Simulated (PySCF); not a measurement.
PySCF input for C2H8AlOP, SMILES C[O][Al]([CH3])[PH2], PBE0-D3(BJ)/def2-SVP. Geometry optimised at PBE0-D3(BJ)/def2-SVP. The structure was generated by enumeration; whether it is a known compound was not checked. One conformer was computed; it need not be the lowest.

```python
import numpy as np
from pyscf import gto, scf, dft, df
from pyscf.hessian import thermo

mol = gto.M(
    atom='''
    Al    0.40640087   -0.12267727    0.32822660
    C     1.81832709   -0.44242156    1.62629461
    H     1.41232737   -0.90237888    2.54303737
    H     2.30714391    0.49719620    1.93202083
    H     2.58789263   -1.11837121    1.22259472
    O     0.37816284   -1.07871591   -1.07926846
    C    -0.37697644   -1.23382988   -2.23150278
    H     0.22501157   -1.00589105   -3.12942805
    H    -0.72911756   -2.27623570   -2.33023959
    H    -1.26940631   -0.57843566   -2.25740264
    P    -1.18719567    1.57617357    0.53635969
    H    -1.42737494    1.27068254    1.91292417
    H    -2.25515953    0.75287037    0.05954888
    ''',
    basis='def2-SVP',
    charge=0,
    spin=0,
    max_memory=1600,
    verbose=3,
)
mf = dft.RKS(mol, xc='pbe0').density_fit(auxbasis='def2-universal-jkfit')
mf.disp = 'd3bj'
mf.grids.level = 3
mf.conv_tol = 1e-11
mf.max_cycle = 100
mf.kernel()

# [left out here: the lines that compute and print the analytic Hessian (its translational invariance restored by hand, since the grid's response is missing), thermochemistry and intensities]
```

It prints:

```
converged SCF energy = -739.374512292225

WARN: DFTD3 does not support analytical Hessian, using finite difference


WARN: Mole.unit (angstrom) is changed to Bohr

Mode                                 0                   1                   2
Irrep
Freq [cm^-1]                       32.5624             63.7098             80.5305
Reduced mass [au]                   1.0296              1.2618              1.7273
Force const [Dyne/A]                0.0006              0.0030              0.0066
Char temp [K]                      46.8500             91.6643            115.8654
Normal mode                   x     y     z       x     y     z       x     y     z
       0  Al                 0.00  0.01 -0.00    0.01 -0.01  0.02    0.02 -0.01  0.03
       1   C                -0.01 -0.01  0.00    0.02  0.00  0.01    0.02 -0.01  0.03
       2   H                 0.05 -0.54 -0.24    0.04 -0.01  0.00    0.02 -0.02  0.02
       3   H                -0.36  0.02  0.45    0.01  0.01  0.01    0.02 -0.02  0.03
       4   H                 0.26  0.41 -0.19    0.03  0.02 -0.01    0.02 -0.01  0.02
       5   O                 0.00  0.00  0.00   -0.00 -0.01  0.02    0.00 -0.01  0.02
       6   C                -0.01 -0.02  0.01   -0.01  0.08  0.01   -0.06  0.10  0.05
       7   H                -0.03 -0.04  0.00    0.12 -0.28  0.00   -0.20  0.47  0.04
       8   H                -0.01 -0.03  0.04   -0.39  0.20  0.15    0.19  0.04 -0.18
       9   H                -0.02 -0.03  0.02    0.23  0.41 -0.13   -0.23 -0.12  0.29
      10   P                 0.01  0.01 -0.01   -0.02 -0.03 -0.04   -0.01 -0.03 -0.07
      11   H                 0.02  0.02  0.00    0.22  0.24  0.06    0.08  0.16 -0.02
      12   H                -0.00  0.01  0.02   -0.05 -0.18  0.30   -0.00 -0.13  0.10
Mode                                 3                   4                   5
Irrep
Freq [cm^-1]                       98.7381            116.1362            137.4087
[...]
       4   H                 0.00  0.01 -0.01    0.02  0.00  0.03    0.00 -0.00  0.01
       5   O                 0.00 -0.00  0.00    0.06 -0.02  0.03   -0.02 -0.04  0.03
       6   C                -0.00  0.00 -0.01   -0.12  0.07 -0.00    0.06  0.10 -0.06
       7   H                 0.00 -0.01 -0.00    0.30 -0.16  0.23   -0.30 -0.26 -0.39
       8   H                 0.00 -0.00  0.00    0.33 -0.08  0.07    0.18  0.00  0.56
       9   H                -0.00 -0.00  0.00   -0.25 -0.13 -0.57   -0.19 -0.23  0.09
      10   P                 0.03  0.01 -0.01   -0.00 -0.00  0.00   -0.00  0.00 -0.00
      11   H                -0.58 -0.34 -0.18    0.01  0.00  0.00    0.01  0.00  0.00
      12   H                -0.21 -0.10  0.65    0.00  0.00 -0.01    0.00 -0.00 -0.00
Mode                                18                  19                  20
Irrep
Freq [cm^-1]                     1206.8683           1265.5725           1420.1427
Reduced mass [au]                   1.2533              7.0496              1.0503
Force const [Dyne/A]                1.0755              6.6525              1.2480
Char temp [K]                    1736.4148           1820.8771           2043.2691
Normal mode                   x     y     z       x     y     z       x     y     z
       0  Al                -0.01  0.00 -0.01    0.00  0.02  0.03    0.00 -0.00 -0.00
       1   C                 0.10 -0.02  0.09   -0.01  0.00 -0.00    0.03 -0.04 -0.04
       2   H                -0.48 -0.00 -0.18    0.02 -0.01  0.01    0.03  0.60  0.30
       3   H                -0.29  0.29 -0.31    0.02 -0.02  0.01   -0.27 -0.06  0.55
       4   H                -0.23 -0.04 -0.45    0.01  0.00  0.02   -0.10  0.02 -0.34
       5   O                -0.00 -0.00 -0.01   -0.07 -0.06 -0.16   -0.00 -0.00 -0.00
       6   C                -0.00  0.01  0.01    0.07  0.05  0.15   -0.00  0.00  0.00
       7   H                 0.02 -0.02  0.02    0.10 -0.08  0.12    0.01  0.00  0.01
       8   H                 0.04 -0.01  0.02    0.17  0.00  0.09    0.01 -0.00  0.01
       9   H                -0.02 -0.01 -0.04   -0.02 -0.05 -0.08    0.00  0.01  0.01
      10   P                 0.00 -0.00  0.00    0.00  0.00 -0.00    0.00  0.00  0.00
      11   H                -0.00  0.00  0.00   -0.02 -0.01 -0.00    0.00  0.00  0.00
      12   H                 0.00 -0.00 -0.00   -0.01  0.00  0.02    0.00 -0.00 -0.00
Mode                                21                  22                  23
Irrep
Freq [cm^-1]                     1421.2988           1472.0178           1478.3552
Reduced mass [au]                   1.0539              1.0394              1.0684
Force const [Dyne/A]                1.2544              1.3270              1.3758
Char temp [K]                    2044.9325           2117.9058           2127.0239
Normal mode                   x     y     z       x     y     z       x     y     z
       0  Al                 0.00  0.00 -0.00   -0.00 -0.00 -0.00    0.00  0.00  0.00
       1   C                 0.04  0.04 -0.03    0.00  0.00 -0.00   -0.00  0.00 -0.00
       2   H                 0.34 -0.25 -0.02    0.00 -0.00 -0.00    0.00 -0.01 -0.00
       3   H                -0.43  0.22  0.15   -0.00  0.00  0.00    0.00  0.00 -0.01
       4   H                -0.38 -0.57  0.21   -0.00 -0.00  0.00    0.00 -0.00  0.01
       5   O                -0.00 -0.00 -0.00   -0.01 -0.01  0.01   -0.00 -0.01 -0.02
       6   C                -0.00 -0.00  0.00   -0.02 -0.04  0.03    0.00 -0.04 -0.05
       7   H                 0.00 -0.00  0.00   -0.41  0.24 -0.19    0.22  0.59  0.27
       8   H                -0.00  0.00 -0.00    0.43 -0.17  0.11   -0.19 -0.02  0.65
       9   H                -0.00 -0.00 -0.00    0.36  0.48 -0.34    0.01  0.00 -0.04
      10   P                -0.00 -0.00  0.00    0.00 -0.00  0.00    0.00 -0.00 -0.00
      11   H                -0.00  0.00 -0.00   -0.00 -0.00 -0.00    0.00 -0.00 -0.00
      12   H                -0.01  0.01  0.00   -0.00  0.00  0.00   -0.00  0.00  0.00
Mode                                24                  25                  26
Irrep
Freq [cm^-1]                     1483.6126           2392.8402           2409.3802
Reduced mass [au]                   1.1083              1.0350              1.0413
Force const [Dyne/A]                1.4373              3.4917              3.5614
Char temp [K]                    2134.5882           3442.7643           3466.5617
Normal mode                   x     y     z       x     y     z       x     y     z
       0  Al                 0.00 -0.00 -0.00   -0.00 -0.00  0.00    0.00  0.00  0.00
       1   C                 0.00 -0.00  0.00    0.00  0.00 -0.00    0.00 -0.00 -0.00
       2   H                -0.00  0.01  0.01   -0.00  0.00 -0.00   -0.00  0.00  0.00
       3   H                -0.00 -0.00  0.01    0.00 -0.00  0.00   -0.00  0.00 -0.00
       4   H                -0.00  0.00 -0.01    0.00  0.00 -0.00    0.00 -0.00  0.00
       5   O                 0.01  0.00  0.02    0.00  0.00  0.00   -0.00 -0.00 -0.00
       6   C                 0.06 -0.01  0.06   -0.00 -0.00 -0.00    0.00  0.00  0.00
       7   H                -0.34  0.23 -0.15    0.00 -0.00  0.00   -0.00  0.00 -0.00
       8   H                -0.44  0.17 -0.12    0.00 -0.00  0.00   -0.00  0.00 -0.00
       9   H                -0.17 -0.29 -0.59   -0.00  0.00  0.00    0.00 -0.00 -0.00
      10   P                -0.00  0.00 -0.00   -0.02 -0.02  0.01    0.01  0.01  0.03
      11   H                -0.01 -0.00 -0.00    0.11  0.13 -0.69    0.12  0.14 -0.65
      12   H                -0.00  0.00  0.01    0.51  0.38  0.24   -0.53 -0.40 -0.24
Mode                                27                  28                  29
Irrep
Freq [cm^-1]                     2996.5137           3047.9113           3076.2001
Reduced mass [au]                   1.0350              1.0362              1.1020
Force const [Dyne/A]                5.4755              5.6717              6.1440
Char temp [K]                    4311.3161           4385.2657           4425.9670
Normal mode                   x     y     z       x     y     z       x     y     z
       0  Al                -0.00  0.00  0.00   -0.00  0.00 -0.00    0.00  0.00  0.00
       1   C                -0.00 -0.00 -0.00    0.03 -0.01  0.04   -0.00  0.00 -0.00
       2   H                -0.00 -0.00  0.00    0.24  0.26 -0.50   -0.00 -0.00  0.00
       3   H                 0.00  0.00 -0.00   -0.25 -0.50 -0.15    0.00  0.00  0.00
       4   H                 0.00  0.00  0.00   -0.35  0.31  0.20    0.00 -0.00 -0.00
       5   O                -0.00 -0.00 -0.00    0.00  0.00  0.00   -0.00  0.00 -0.00
       6   C                -0.04  0.01 -0.03    0.00 -0.00 -0.00    0.05 -0.06 -0.04
       7   H                -0.26 -0.09  0.37   -0.00 -0.00  0.00   -0.29 -0.13  0.42
       8   H                 0.14  0.44  0.03    0.00  0.00  0.00    0.16  0.45  0.02
       9   H                 0.58 -0.44  0.00    0.00 -0.00 -0.00   -0.50  0.37 -0.00
      10   P                -0.00 -0.00 -0.00    0.00 -0.00  0.00    0.00  0.00  0.00
      11   H                 0.00 -0.00  0.00   -0.00  0.00 -0.00   -0.00  0.00 -0.00
      12   H                 0.00  0.00 -0.00    0.00 -0.00  0.00   -0.00 -0.00  0.00
Mode                                30                  31                  32
Irrep
Freq [cm^-1]                     3094.4316           3143.8248           3164.8091
Reduced mass [au]                   1.1059              1.0994              1.1023
Force const [Dyne/A]                6.2390              6.4023              6.5051
Char temp [K]                    4452.1981           4523.2639           4553.4557
Normal mode                   x     y     z       x     y     z       x     y     z
       0  Al                 0.00  0.00 -0.00   -0.00 -0.00  0.00    0.00 -0.00 -0.00
       1   C                 0.00 -0.00 -0.00   -0.05 -0.06  0.04    0.04 -0.06 -0.05
       2   H                -0.00 -0.00  0.00    0.25  0.28 -0.58   -0.09 -0.12  0.21
       3   H                 0.00  0.00  0.00    0.28  0.54  0.19    0.20  0.37  0.11
       4   H                -0.00  0.00 -0.00    0.08 -0.09 -0.04   -0.56  0.49  0.29
       5   O                -0.00 -0.00  0.00   -0.00 -0.00  0.00   -0.00  0.00  0.00
       6   C                 0.05  0.07 -0.04   -0.00 -0.00  0.00    0.00 -0.00  0.00
       7   H                -0.37 -0.13  0.52    0.00  0.00 -0.00    0.00  0.00 -0.00
       8   H                -0.20 -0.66 -0.05   -0.00 -0.00 -0.00   -0.00 -0.00 -0.00
       9   H                 0.03  0.00 -0.01   -0.00  0.00 -0.00   -0.00  0.00 -0.00
      10   P                 0.00 -0.00 -0.00   -0.00  0.00  0.00   -0.00  0.00 -0.00
      11   H                -0.00 -0.00  0.00   -0.00 -0.00 -0.00   -0.00  0.00  0.00
      12   H                -0.00  0.00  0.00    0.00  0.00  0.00   -0.00  0.00 -0.00
temperature 298.1500 [K]
pressure 101325.00 [Pa]
Rotational constants [GHz] 2.91392 2.17536 1.27668
Symmetry number 1
Zero-point energy (ZPE) 0.09497 [Eh]   249354.278 [J/mol]
                           tot       elec      trans        rot        vib
Entropy [J/mol/K]       415.149      0.000    166.912    117.470    130.768
Cv [J/mol/K]            126.082      0.000     12.472     12.472    101.139
Cp [J/mol/K]            134.396      0.000     20.786     12.472    101.139
Internal energy [J/mol]                      3718.434   3718.434 267664.691
Internal energy [Eh]   -739.26973  -739.37451
Enthalpy [J/mol]                             6197.391   3718.434 267664.691
Enthalpy [Eh]          -739.26879
Gibbs free energy [J/mol]                  -43567.282 -31305.120 228676.319
Gibbs free energy [Eh] -739.31593
mode   freq/cm-1   IR/(km/mol)
   1       32.56         0.097
   2       63.71         3.765
   3       80.53         4.539
   4       98.74         0.490
   5      116.14         1.691
   6      137.41         0.631
   7      194.11        28.840
   8      227.55        22.408
   9      378.57        11.349
  10      500.92         1.231
  11      576.76         4.691
  12      628.85        39.256
  13      653.38        39.225
  14      694.80       112.075
  15      772.84       100.195
  16     1082.63        16.835
  17     1185.05        22.464
  18     1190.45         0.614
  19     1206.87        23.015
  20     1265.57       329.927
  21     1420.14         1.408
  22     1421.30         5.381
  23     1472.02         1.012
  24     1478.36         1.719
  25     1483.61        19.517
  26     2392.84        31.452
  27     2409.38        50.702
  28     2996.51        92.864
  29     3047.91         1.738
  30     3076.20        55.207
  31     3094.43        36.196
  32     3143.82         2.411
  33     3164.81         2.198
max |gradient| / (hartree/bohr): 5.000098785764442e-05
APT charges: [ 1.3761 -0.4695  0.0314  0.0286  0.0183 -1.0814  0.62   -0.0622 -0.062
 -0.0622 -0.1811 -0.0727 -0.0835]
```

The run converged.

Cost: roughly 4 core-minutes.
